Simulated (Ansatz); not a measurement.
Gas-phase electronic energies from Ansatz, PBE0-D4/def2-TZVP geometries. CBS: MP2 limit from def2 TZ/QZ plus the TZ coupled-cluster correction, frozen cores. Functionals use def2-TZVPP. B3LYP here is the variant with VWN-RPA as its local correlation; programs differ in this. Elements past krypton have def2 core potentials. For Sn outer-core shells are correlated without core-valence functions, which leaves a few kJ/mol of doubt a bond. One conformer a species, not always the lowest.

`CC(C)[O][Sn][O]C(C)C` + `OBS` → `CC(C)OBS` + `CC(C)[O][Sn][OH]`  (substitution at a C–O bond)

(1) Is it downhill or uphill in electronic energy at CCSD(T)/CBS, and by how much? (Best estimate.)

(2) What do these levels give: PBE-D4, PBE0-D4, B3LYP-D4, ωB97M-V, PBE0, SCS-MP2/def2-QZVPP? (An estimate is asked.)

Largest T1 diagnostic among the species: 0.016.

Results:

(1) The calculation gave: Uphill: ΔE = +0.04 eV.

(2) Computed: PBE-D4 0.02, PBE0-D4 0.01, B3LYP-D4 0.01, ωB97M-V -0.01, PBE0 -0.02, SCS-MP2/def2-QZVPP 0.03 eV.

In def2-TZVPP, CCSD(T) changes the Hartree–Fock value by +0.08 eV (the triples alone add +0.02 eV) and MP2 by +0.09 eV. The D4 term adds +0.05 eV with B3LYP and +0.03 eV with PBE0; it sums over pairs of atoms, weighted by their polarisabilities, and B3LYP, whose exchange is more repulsive, gets the larger term.
